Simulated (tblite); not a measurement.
Species: CH8GeOSi.
Geometry (GFN2-xTB, Å), atoms numbered from 1 in this order:
```xyz
12
CH8GeOSi angstrom
C      2.231    0.443    0.098
O      0.828    0.547    0.024
Ge    -0.314   -0.818    0.018
Si    -2.354    0.312   -0.145
H      2.669    0.794   -0.840
H      2.567   -0.580    0.278
H      2.587    1.077    0.913
H      0.160   -1.760   -1.097
H      0.039   -1.646    1.261
H     -3.348   -0.562   -0.772
H     -2.219    1.523   -0.952
H     -2.845    0.669    1.188
```

Level: GFN2-xTB in tblite, geometry and Hessian alike; calculated harmonic values, unscaled, isolated species. The method is semi-empirical: single wavenumbers can be off by several per cent or more. Modes of hydrogen on germanium and silicon can be 10 to 20 % off. One conformer, not necessarily the lowest. The optimisation stopped once no atom felt more than 0.01 eV/Å.

Lowest wavenumbers of the output (negative numbers stand for imaginary wavenumbers):
```
mode    cm-1
  1    -111.7
  2      -4.0
  3      84.3
  4      92.6
  5     224.7
  6     315.6
  7     368.3
  8     461.0
  9     478.5
 10     492.7
```

Problem. Is this structure a minimum?

Solution. No. 1 mode is imaginary beyond 20i (112i cm⁻¹), and 1 more slightly so (4.0i).

Problem. Which atoms move in the imaginary modes?

Solution. 112i: H6 (methyl hydrogen) 32 %, H5 (methyl hydrogen) 32 %, H7 (methyl hydrogen) 30 %; 4i: H10 (Si–H hydrogen) 32 %, H12 (Si–H hydrogen) 32 %, H11 (Si–H hydrogen) 30 %. These are shares of the mass-weighted motion.

Problem. What is the remedy?

Solution. Step along such a mode in both directions, optimise again with tighter thresholds and repeat the frequencies. The zero-point energy of this point (48.4 kcal/mol) counts the 28 real modes alone, and thermal corrections from it aren't those of a minimum.
